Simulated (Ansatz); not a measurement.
A short molecular-dynamics run on C₂H₄AlNO.

```yaml
crystal:
  periodic: [false, false, false]
  atoms:
    - {symbol: N, position_ang: [0.884534, 2.023223, 0.113432]}
    - {symbol: C, position_ang: [0.635908, 0.831002, -0.102054]}
    - {symbol: O, position_ang: [0.589396, -0.348458, 0.656578]}
    - {symbol: C, position_ang: [0.309432, -0.228854, -0.983231]}
    - {symbol: Al, position_ang: [-1.132274, -1.073309, 0.078681]}
    - {symbol: H, position_ang: [1.077842, 2.208940, 1.094878]}
    - {symbol: H, position_ang: [1.136939, -0.662256, -1.541805]}
    - {symbol: H, position_ang: [-1.093355, -2.650827, 0.121614]}
    - {symbol: H, position_ang: [-2.319920, -0.145760, 0.544807]}
basis:
  gaussian: {orbitals: "6-31G*"}
hamiltonian: {xc: {name: BLYP}, dispersion: d3bj}
md: {timestep: 0.5 fs, n_steps: 30, ensemble: nvt_nose_hoover, temperature: 1500, initial_velocities: maxwell_boltzmann, seed: 493}
```

```sh
$ ansatz run in.yaml --threads 2 --pin off --events-out ev --progress --plain --max-ram 4352MiB
```

```
step  time (fs)  potential energy (eV)  kinetic (eV)  T (K)  conserved (eV)
   0        0.0            -12269.0799        1.3572   1500     -12267.7227
   1        0.5            -12269.0742        1.3513   1493     -12267.7229
   2        1.0            -12269.0456        1.3226   1462     -12267.7230
   3        1.5            -12268.9947        1.2720   1406     -12267.7227
   4        2.0            -12268.9264        1.2042   1331     -12267.7222
   5        2.5            -12268.8486        1.1270   1246     -12267.7217
   6        3.0            -12268.7703        1.0491   1159     -12267.7212
   7        3.5            -12268.6994        0.9786   1082     -12267.7208
   8        4.0            -12268.6416        0.9211   1018     -12267.7207
   9        4.5            -12268.5995        0.8789    971     -12267.7207
  10        5.0            -12268.5719        0.8511    941     -12267.7210
  11        5.5            -12268.5548        0.8338    921     -12267.7214
  12        6.0            -12268.5421        0.8207    907     -12267.7218
  13        6.5            -12268.5269        0.8053    890     -12267.7221
  14        7.0            -12268.5036        0.7820    864     -12267.7223
  15        7.5            -12268.4701        0.7488    828     -12267.7221
  16        8.0            -12268.4285        0.7078    782     -12267.7217
  17        8.5            -12268.3854        0.6653    735     -12267.7211
  18        9.0            -12268.3485        0.6290    695     -12267.7208
  19        9.5            -12268.3230        0.6037    667     -12267.7208
  20       10.0            -12268.3087        0.5892    651     -12267.7211
  21       10.5            -12268.3004        0.5806    642     -12267.7216
  22       11.0            -12268.2913        0.5714    631     -12267.7219
  23       11.5            -12268.2762        0.5565    615     -12267.7220
  24       12.0            -12268.2538        0.5345    591     -12267.7218
  25       12.5            -12268.2262        0.5073    561     -12267.7215
  26       13.0            -12268.1978        0.4795    530     -12267.7212
  27       13.5            -12268.1739        0.4561    504     -12267.7209
  28       14.0            -12268.1594        0.4421    489     -12267.7207
  29       14.5            -12268.1577        0.4407    487     -12267.7206
  30       15.0            -12268.1699        0.4531    501     -12267.7207
```

Velocities are drawn at the set temperature; a run this short doesn't reach equilibrium.

Frames (Å, forces in eV/Å):

```xyz
9
time=0.0 fs
N     0.885    2.023    0.113    0.244    1.525   -0.296
C     0.636    0.831   -0.102   -0.116   -0.017   -0.411
O     0.589   -0.348    0.657    0.426   -0.961    1.465
C     0.309   -0.229   -0.983   -0.282   -0.203   -1.127
Al   -1.132   -1.073    0.079   -0.514   -0.256   -0.036
H     1.078    2.209    1.095    0.107    0.144    0.554
H     1.137   -0.662   -1.542    0.232   -0.164   -0.213
H    -1.093   -2.651    0.122    0.010   -0.152    0.016
H    -2.320   -0.146    0.545   -0.107    0.085    0.048
9
time=0.5 fs
N     0.888    2.019    0.114    0.350    2.291    0.232
C     0.642    0.835   -0.103   -0.345   -0.813   -0.597
O     0.592   -0.342    0.658    0.277   -0.990    1.427
C     0.306   -0.230   -0.987   -0.030   -0.083   -0.990
Al   -1.135   -1.075    0.079   -0.577   -0.199    0.014
H     1.037    2.213    1.112    0.129    0.058    0.131
H     1.149   -0.661   -1.530    0.109   -0.169   -0.218
H    -1.097   -2.656    0.108    0.025   -0.103    0.021
H    -2.350   -0.166    0.561    0.063    0.008   -0.019
9
time=1.0 fs
N     0.891    2.014    0.114    0.422    3.065    0.808
C     0.649    0.838   -0.105   -0.565   -1.591   -0.769
O     0.595   -0.337    0.659    0.128   -1.018    1.381
C     0.303   -0.231   -0.992    0.245    0.018   -0.866
Al   -1.137   -1.077    0.080   -0.640   -0.155    0.066
H     0.996    2.216    1.129    0.178   -0.045   -0.344
H     1.161   -0.660   -1.520   -0.037   -0.163   -0.214
H    -1.100   -2.662    0.095    0.038   -0.050    0.026
H    -2.379   -0.187    0.578    0.231   -0.061   -0.086
9
time=1.5 fs
N     0.894    2.011    0.115    0.448    3.796    1.359
C     0.655    0.841   -0.107   -0.769   -2.311   -0.920
O     0.598   -0.331    0.660   -0.019   -1.045    1.328
C     0.300   -0.232   -0.996    0.528    0.101   -0.751
Al   -1.140   -1.078    0.080   -0.697   -0.124    0.116
H     0.955    2.220    1.145    0.263   -0.152   -0.806
H     1.174   -0.660   -1.509   -0.195   -0.152   -0.206
H    -1.103   -2.668    0.082    0.051    0.006    0.031
H    -2.409   -0.208    0.594    0.391   -0.120   -0.152
9
time=2.0 fs
N     0.898    2.008    0.115    0.424    4.435    1.832
C     0.661    0.844   -0.108   -0.947   -2.932   -1.041
O     0.601   -0.325    0.662   -0.163   -1.072    1.272
C     0.297   -0.233   -1.001    0.806    0.169   -0.643
Al   -1.143   -1.080    0.081   -0.747   -0.106    0.164
H     0.915    2.223    1.160    0.380   -0.250   -1.205
H     1.185   -0.660   -1.499   -0.356   -0.139   -0.200
H    -1.106   -2.674    0.069    0.063    0.061    0.036
H    -2.437   -0.229    0.610    0.540   -0.165   -0.214
9
time=2.5 fs
N     0.901    2.005    0.116    0.352    4.937    2.193
C     0.667    0.846   -0.110   -1.094   -3.417   -1.128
O     0.604   -0.320    0.664   -0.301   -1.101    1.213
C     0.294   -0.233   -1.005    1.067    0.224   -0.538
Al   -1.145   -1.081    0.081   -0.785   -0.101    0.206
H     0.876    2.226    1.171    0.520   -0.330   -1.515
H     1.196   -0.660   -1.490   -0.507   -0.128   -0.202
H    -1.108   -2.680    0.056    0.074    0.115    0.042
H    -2.464   -0.250    0.625    0.674   -0.198   -0.271
9
time=3.0 fs
N     0.905    2.004    0.118    0.241    5.268    2.423
C     0.673    0.848   -0.113   -1.202   -3.735   -1.174
O     0.607   -0.315    0.665   -0.434   -1.131    1.152
C     0.291   -0.234   -1.010    1.299    0.270   -0.432
Al   -1.148   -1.083    0.082   -0.811   -0.106    0.241
H     0.838    2.228    1.179    0.670   -0.389   -1.722
H     1.206   -0.661   -1.481   -0.641   -0.124   -0.213
H    -1.111   -2.685    0.043    0.085    0.165    0.048
H    -2.489   -0.272    0.640    0.793   -0.218   -0.323
9
time=3.5 fs
N     0.908    2.003    0.120    0.098    5.407    2.515
C     0.678    0.848   -0.115   -1.270   -3.867   -1.177
O     0.610   -0.310    0.668   -0.559   -1.163    1.090
C     0.289   -0.235   -1.015    1.493    0.308   -0.326
Al   -1.151   -1.085    0.083   -0.824   -0.119    0.269
H     0.802    2.229    1.183    0.819   -0.423   -1.823
H     1.214   -0.662   -1.473   -0.748   -0.129   -0.235
H    -1.113   -2.690    0.030    0.095    0.211    0.055
H    -2.512   -0.295    0.653    0.894   -0.225   -0.367
9
time=4.0 fs
N     0.912    2.004    0.122   -0.066    5.345    2.467
C     0.684    0.848   -0.118   -1.295   -3.807   -1.136
O     0.613   -0.305    0.670   -0.676   -1.196    1.028
C     0.287   -0.236   -1.020    1.643    0.342   -0.217
Al   -1.154   -1.086    0.083   -0.822   -0.139    0.288
H     0.768    2.228    1.183    0.957   -0.431   -1.818
H     1.221   -0.663   -1.465   -0.824   -0.143   -0.269
H    -1.115   -2.695    0.018    0.104    0.251    0.061
H    -2.534   -0.318    0.667    0.978   -0.221   -0.405
9
time=4.5 fs
N     0.915    2.005    0.125   -0.240    5.088    2.281
C     0.689    0.847   -0.121   -1.281   -3.564   -1.050
O     0.615   -0.300    0.672   -0.784   -1.230    0.966
C     0.285   -0.236   -1.025    1.745    0.373   -0.104
Al   -1.157   -1.088    0.084   -0.806   -0.162    0.299
H     0.736    2.227    1.178    1.074   -0.413   -1.709
H     1.225   -0.665   -1.458   -0.864   -0.169   -0.315
H    -1.117   -2.699    0.005    0.113    0.284    0.067
H    -2.553   -0.341    0.679    1.044   -0.206   -0.435
9
time=5.0 fs
N     0.919    2.007    0.128   -0.410    4.655    1.957
C     0.693    0.846   -0.124   -1.231   -3.157   -0.925
O     0.618   -0.295    0.675   -0.884   -1.264    0.905
C     0.284   -0.237   -1.030    1.796    0.402    0.011
Al   -1.160   -1.090    0.084   -0.776   -0.188    0.301
H     0.707    2.225    1.169    1.159   -0.370   -1.494
H     1.228   -0.667   -1.452   -0.867   -0.205   -0.370
H    -1.119   -2.702   -0.007    0.122    0.309    0.073
H    -2.569   -0.365    0.690    1.091   -0.182   -0.457
9
time=5.5 fs
N     0.922    2.010    0.131   -0.560    4.074    1.499
C     0.698    0.844   -0.127   -1.151   -2.620   -0.766
O     0.620   -0.291    0.678   -0.975   -1.296    0.842
C     0.283   -0.237   -1.035    1.797    0.431    0.129
Al   -1.164   -1.092    0.085   -0.733   -0.214    0.295
H     0.680    2.222    1.156    1.203   -0.301   -1.171
H     1.228   -0.669   -1.446   -0.833   -0.252   -0.434
H    -1.120   -2.705   -0.019    0.130    0.326    0.078
H    -2.583   -0.390    0.699    1.121   -0.149   -0.472
9
time=6.0 fs
N     0.925    2.014    0.135   -0.674    3.383    0.912
C     0.702    0.841   -0.131   -1.050   -1.989   -0.578
O     0.623   -0.287    0.681   -1.056   -1.324    0.779
C     0.282   -0.238   -1.041    1.750    0.460    0.249
Al   -1.167   -1.093    0.086   -0.675   -0.239    0.280
H     0.656    2.219    1.141    1.197   -0.209   -0.741
H     1.226   -0.673   -1.442   -0.764   -0.307   -0.504
H    -1.121   -2.707   -0.031    0.139    0.334    0.083
H    -2.594   -0.414    0.708    1.133   -0.108   -0.479
9
time=6.5 fs
N     0.929    2.018    0.139   -0.737    2.622    0.215
C     0.706    0.838   -0.134   -0.935   -1.305   -0.371
O     0.625   -0.283    0.684   -1.130   -1.349    0.713
C     0.282   -0.238   -1.046    1.660    0.490    0.370
Al   -1.170   -1.095    0.087   -0.602   -0.263    0.256
H     0.635    2.214    1.124    1.135   -0.099   -0.215
H     1.223   -0.676   -1.438   -0.665   -0.369   -0.576
H    -1.122   -2.708   -0.043    0.147    0.334    0.086
H    -2.602   -0.439    0.716    1.127   -0.060   -0.478
9
time=7.0 fs
N     0.932    2.023    0.142   -0.744    1.833   -0.561
C     0.710    0.834   -0.138   -0.812   -0.606   -0.151
O     0.627   -0.279    0.687   -1.194   -1.368    0.644
C     0.282   -0.238   -1.050    1.535    0.521    0.489
Al   -1.174   -1.097    0.087   -0.515   -0.285    0.225
H     0.617    2.210    1.106    1.016    0.021    0.381
H     1.218   -0.681   -1.436   -0.542   -0.435   -0.648
H    -1.122   -2.708   -0.055    0.155    0.325    0.088
H    -2.608   -0.465    0.722    1.101   -0.006   -0.468
9
time=7.5 fs
N     0.935    2.028    0.146   -0.700    1.060   -1.360
C     0.714    0.831   -0.142   -0.689    0.074    0.075
O     0.629   -0.276    0.690   -1.251   -1.380    0.572
C     0.282   -0.238   -1.055    1.384    0.550    0.606
Al   -1.177   -1.099    0.088   -0.411   -0.303    0.185
H     0.602    2.206    1.089    0.853    0.137    0.999
H     1.211   -0.687   -1.436   -0.405   -0.500   -0.715
H    -1.122   -2.707   -0.066    0.163    0.307    0.089
H    -2.611   -0.490    0.728    1.056    0.055   -0.450
9
time=8.0 fs
N     0.938    2.033    0.150   -0.627    0.341   -2.104
C     0.717    0.827   -0.146   -0.570    0.708    0.299
O     0.630   -0.272    0.693   -1.300   -1.385    0.494
C     0.282   -0.238   -1.060    1.221    0.575    0.715
Al   -1.180   -1.101    0.089   -0.290   -0.319    0.137
H     0.588    2.201    1.075    0.671    0.234    1.564
H     1.204   -0.694   -1.437   -0.267   -0.558   -0.772
H    -1.122   -2.706   -0.077    0.170    0.282    0.088
H    -2.612   -0.515    0.732    0.991    0.121   -0.422
9
time=8.5 fs
N     0.940    2.039    0.153   -0.560   -0.288   -2.705
C     0.721    0.824   -0.149   -0.460    1.276    0.519
O     0.632   -0.269    0.697   -1.341   -1.382    0.412
C     0.283   -0.238   -1.065    1.059    0.592    0.814
Al   -1.184   -1.102    0.090   -0.150   -0.331    0.081
H     0.576    2.198    1.064    0.511    0.295    1.992
H     1.196   -0.702   -1.441   -0.140   -0.603   -0.815
H    -1.121   -2.704   -0.088    0.178    0.248    0.085
H    -2.610   -0.540    0.735    0.904    0.193   -0.383
9
time=9.0 fs
N     0.943    2.044    0.156   -0.541   -0.807   -3.083
C     0.724    0.821   -0.153   -0.362    1.765    0.728
O     0.633   -0.266    0.700   -1.376   -1.371    0.324
C     0.284   -0.238   -1.069    0.913    0.596    0.899
Al   -1.187   -1.104    0.091    0.009   -0.341    0.016
H     0.565    2.195    1.059    0.413    0.308    2.206
H     1.187   -0.712   -1.446   -0.037   -0.627   -0.838
H    -1.120   -2.702   -0.099    0.186    0.208    0.082
H    -2.606   -0.564    0.738    0.796    0.269   -0.335
9
time=9.5 fs
N     0.946    2.049    0.158   -0.598   -1.210   -3.199
C     0.727    0.818   -0.156   -0.277    2.169    0.924
O     0.634   -0.264    0.703   -1.404   -1.353    0.231
C     0.285   -0.238   -1.073    0.794    0.582    0.966
Al   -1.191   -1.106    0.091    0.189   -0.347   -0.057
H     0.555    2.193    1.058    0.408    0.271    2.171
H     1.179   -0.723   -1.453    0.029   -0.623   -0.837
H    -1.118   -2.698   -0.110    0.193    0.162    0.076
H    -2.600   -0.588    0.739    0.665    0.349   -0.275
9
time=10.0 fs
N     0.948    2.054    0.159   -0.734   -1.505   -3.068
C     0.730    0.816   -0.159   -0.205    2.485    1.104
O     0.634   -0.261    0.707   -1.426   -1.328    0.133
C     0.287   -0.237   -1.077    0.711    0.547    1.012
Al   -1.194   -1.108    0.092    0.389   -0.350   -0.140
H     0.546    2.192    1.063    0.498    0.195    1.900
H     1.171   -0.736   -1.462    0.053   -0.587   -0.808
H    -1.116   -2.695   -0.120    0.200    0.112    0.070
H    -2.593   -0.611    0.740    0.513    0.431   -0.205
9
time=10.5 fs
N     0.950    2.059    0.161   -0.932   -1.713   -2.750
C     0.734    0.814   -0.162   -0.147    2.718    1.266
O     0.635   -0.259    0.710   -1.441   -1.295    0.031
C     0.288   -0.237   -1.081    0.666    0.490    1.037
Al   -1.198   -1.110    0.093    0.608   -0.351   -0.230
H     0.539    2.191    1.072    0.664    0.095    1.458
H     1.162   -0.750   -1.473    0.034   -0.516   -0.750
H    -1.113   -2.691   -0.130    0.206    0.058    0.062
H    -2.584   -0.632    0.741    0.342    0.515   -0.124
9
time=11.0 fs
N     0.952    2.063    0.161   -1.156   -1.856   -2.328
C     0.737    0.813   -0.165   -0.102    2.871    1.407
O     0.635   -0.257    0.714   -1.449   -1.256   -0.074
C     0.290   -0.236   -1.085    0.655    0.411    1.043
Al   -1.201   -1.112    0.094    0.842   -0.349   -0.328
H     0.532    2.190    1.085    0.868   -0.011    0.926
H     1.154   -0.765   -1.486   -0.024   -0.411   -0.665
H    -1.110   -2.687   -0.140    0.211    0.003    0.054
H    -2.574   -0.653    0.741    0.155    0.599   -0.036
9
time=11.5 fs
N     0.954    2.067    0.161   -1.373   -1.955   -1.877
C     0.740    0.812   -0.168   -0.069    2.951    1.525
O     0.635   -0.255    0.717   -1.451   -1.211   -0.182
C     0.292   -0.235   -1.088    0.669    0.316    1.033
Al   -1.204   -1.114    0.095    1.086   -0.344   -0.431
H     0.528    2.189    1.099    1.073   -0.110    0.381
H     1.146   -0.782   -1.501   -0.109   -0.277   -0.555
H    -1.106   -2.683   -0.150    0.216   -0.051    0.045
H    -2.565   -0.672    0.741   -0.043    0.680    0.060
9
time=12.0 fs
N     0.956    2.071    0.161   -1.555   -2.023   -1.452
C     0.743    0.812   -0.170   -0.047    2.966    1.619
O     0.635   -0.253    0.721   -1.446   -1.162   -0.291
C     0.294   -0.234   -1.091    0.696    0.212    1.013
Al   -1.208   -1.116    0.095    1.335   -0.336   -0.536
H     0.527    2.188    1.115    1.253   -0.190   -0.120
H     1.137   -0.799   -1.516   -0.210   -0.120   -0.428
H    -1.102   -2.680   -0.160    0.219   -0.103    0.037
H    -2.555   -0.690    0.741   -0.245    0.756    0.158
9
time=12.5 fs
N     0.958    2.074    0.161   -1.689   -2.072   -1.086
C     0.746    0.812   -0.172   -0.037    2.922    1.687
O     0.635   -0.252    0.724   -1.435   -1.108   -0.399
C     0.296   -0.233   -1.094    0.724    0.108    0.987
Al   -1.211   -1.118    0.096    1.578   -0.323   -0.639
H     0.528    2.187    1.131    1.390   -0.250   -0.544
H     1.129   -0.816   -1.533   -0.311    0.049   -0.289
H    -1.098   -2.676   -0.170    0.221   -0.151    0.029
H    -2.546   -0.706    0.741   -0.441    0.824    0.255
9
time=13.0 fs
N     0.959    2.077    0.160   -1.769   -2.104   -0.794
C     0.749    0.813   -0.173   -0.037    2.826    1.728
O     0.634   -0.250    0.728   -1.418   -1.052   -0.506
C     0.298   -0.232   -1.097    0.742    0.011    0.964
Al   -1.214   -1.121    0.097    1.804   -0.304   -0.737
H     0.533    2.185    1.145    1.478   -0.286   -0.877
H     1.119   -0.833   -1.551   -0.400    0.221   -0.145
H    -1.092   -2.673   -0.179    0.220   -0.192    0.022
H    -2.537   -0.719    0.743   -0.620    0.881    0.345
9
time=13.5 fs
N     0.960    2.080    0.160   -1.797   -2.122   -0.577
C     0.752    0.815   -0.174   -0.049    2.682    1.742
O     0.634   -0.249    0.731   -1.394   -0.996   -0.610
C     0.300   -0.232   -1.100    0.740   -0.068    0.949
Al   -1.217   -1.123    0.097    2.004   -0.279   -0.823
H     0.542    2.182    1.157    1.518   -0.302   -1.117
H     1.108   -0.850   -1.569   -0.469    0.387   -0.003
H    -1.087   -2.670   -0.189    0.218   -0.226    0.017
H    -2.531   -0.731    0.745   -0.772    0.924    0.422
9
time=14.0 fs
N     0.960    2.082    0.159   -1.775   -2.127   -0.436
C     0.755    0.817   -0.175   -0.071    2.496    1.728
O     0.633   -0.248    0.734   -1.363   -0.939   -0.710
C     0.303   -0.231   -1.102    0.712   -0.125    0.947
Al   -1.219   -1.125    0.098    2.167   -0.246   -0.892
H     0.554    2.178    1.167    1.512   -0.298   -1.262
H     1.096   -0.866   -1.587   -0.509    0.538    0.131
H    -1.080   -2.668   -0.199    0.213   -0.251    0.014
H    -2.526   -0.741    0.748   -0.885    0.951    0.482
9
time=14.5 fs
N     0.960    2.084    0.158   -1.708   -2.117   -0.370
C     0.758    0.820   -0.175   -0.104    2.270    1.687
O     0.632   -0.247    0.737   -1.327   -0.884   -0.804
C     0.305   -0.230   -1.104    0.655   -0.152    0.961
Al   -1.222   -1.127    0.098    2.283   -0.204   -0.940
H     0.569    2.174    1.173    1.464   -0.276   -1.316
H     1.083   -0.880   -1.604   -0.517    0.668    0.251
H    -1.074   -2.667   -0.208    0.205   -0.266    0.014
H    -2.523   -0.748    0.752   -0.951    0.960    0.518
9
time=15.0 fs
N     0.960    2.085    0.157   -1.599   -2.092   -0.377
C     0.762    0.823   -0.176   -0.148    2.009    1.618
O     0.630   -0.246    0.740   -1.284   -0.830   -0.892
C     0.308   -0.229   -1.106    0.568   -0.148    0.994
Al   -1.224   -1.129    0.098    2.348   -0.153   -0.965
H     0.589    2.169    1.176    1.379   -0.238   -1.277
H     1.069   -0.893   -1.621   -0.493    0.772    0.355
H    -1.066   -2.666   -0.218    0.194   -0.271    0.017
H    -2.523   -0.753    0.757   -0.964    0.950    0.527
```

Run time 50 s (2 threads of an Arm Neoverse V1 on a shared host); peak host memory 0.43 GiB.
